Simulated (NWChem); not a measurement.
Molecule: AlGeH4OCl; SMILES [OH][Al]([Cl])[GeH3]

```xyz
8

Al     0.5704    -0.5821    -0.0451
Cl    -0.7009    -2.2548    -0.3677
Ge    -0.2800     1.7191     0.0048
H     -0.9690     2.0883    -1.3375
H     -1.3430     1.8967     1.1235
H      0.8560     2.7447     0.2574
O      2.2484    -0.8462     0.1884
H      2.6560    -1.7276     0.1816
```
Atoms are numbered in this order, from 1.

Level: PBE-D3(BJ)/def2-SVP (NWChem), optimised geometry, unscaled harmonic frequencies. 

```tsv
frequency (cm⁻¹)	IR intensity (km/mol)
32	0.0
90	1.7
165	16.6
167	9.5
294	11.0
374	109.8
413	9.8
416	27.9
516	69.6
603	225.4
757	161.7
851	14.4
853	25.3
862	78.8
2065	56.8
2075	88.7
2086	95.5
3797	84.0
```

```json
{
  "zero_point_energy": "23.5 kcal/mol",
  "thermal correction to the enthalpy at 298.15 K (with zero-point energy)": "28.9 kcal/mol",
  "heat capacity Cv": "24.4 cal/(mol K)",
  "entropy at 298.15 K and 1 atm (symmetry number 1)": "90.2 cal/(mol K)",
  "dipole_moment": "0.87 D"
}
```

Rigid rotor and harmonic oscillator; modes under 100 cm⁻¹ make the entropy uncertain.
